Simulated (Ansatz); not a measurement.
Consider the redistribution: `[CH3][Y]([CH3])[OH]` + `OB(O)F` → `[CH3][Y]([OH])[OH]` + `CB(O)F`.

Gas-phase electronic energies from Ansatz, PBE0-D4/def2-TZVP geometries. CCSD(T)/CBS adds triple-zeta CCSD(T) − MP2 to the extrapolated MP2 energy (def2 sets, frozen cores). Elements past krypton have def2 core potentials. For Y outer-core shells are correlated without core-valence functions, which leaves a few kJ/mol of doubt a bond. One conformer a species, not always the lowest.

```csv
species,MP2/CBS(def2) energy (Eh)
`[CH3][Y]([CH3])[OH]`,-193.72224
`OB(O)F`,-276.28214
`[CH3][Y]([OH])[OH]`,-229.73307
`CB(O)F`,-240.30756
```

Problem. Work out ΔE.

Solution. ΔE = (-229.73307) + (-240.30756) − (-193.72224) − (-276.28214) = -0.03625 Eh = -95.2 kJ/mol. CCSD(T)/CBS gives -90.4 kJ/mol.

Largest T1 diagnostic among the species: 0.014.

From BLYP to BHLYP (50 % exact exchange), in def2-TZVPP and without D4, ΔE moves by +3.0 kJ/mol. Leaving LDA and LC-ωPBE aside and taking each functional with its dispersion term where it has one, the values, not all of them listed here, spread over 10.8 kJ/mol, from ωB97X-V to r2SCAN0-D4. LDA lies +4.6 kJ/mol from PBE without D4.
